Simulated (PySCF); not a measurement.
Working out the ionisation energy of Lu⁺

Lu⁺ [Xe] 4f14 6s2 (1S) → Lu²⁺ [Xe] 4f14 6s1 (2S). Calculation: PySCF 2.14, in cc-pVDZ-X2C; the spin-free X2C one-electron Hamiltonian (Gaussian nucleus). Frozen: [Ar] 3d10. Energies in hartree (1 hartree = 27.21139 eV):

| part | Lu⁺ (lower) | Lu²⁺ (upper) |
| --- | --- | --- |
| UHF | -14558.014881 | -14557.550659 |
| MP2 opposite-spin | -0.856033 | -0.821716 |
| MP2 same-spin | -0.547258 | -0.535572 |

Q: What does Hartree-Fock give?

A: (-14557.550659) − (-14558.014881) = 0.464222 hartree = 12.632 eV.

Q: What do MP2 and SCS-MP2 (6/5 opposite-spin, 1/3 same-spin) give?

A: The opposite-spin parts differ by 0.934 eV and the same-spin parts by 0.318 eV. MP2: 12.632 + (0.934) + (0.318) = 13.884 eV. SCS-MP2: 12.632 + 1.2 × (0.934) + (0.318)/3 = 13.859 eV.

A first-order spin-orbit estimate adds 0.000 eV to MP2 (valence and next inner shell), giving 13.884 eV against 14.13 ± 0.05 eV (semi-empirical (NIST evaluation); NIST Atomic Spectra Database, ionization energies).

A double-zeta basis recovers only part of the correlation energy.

What remains against the reference includes basis incompleteness, the frozen core and correlation beyond second order.
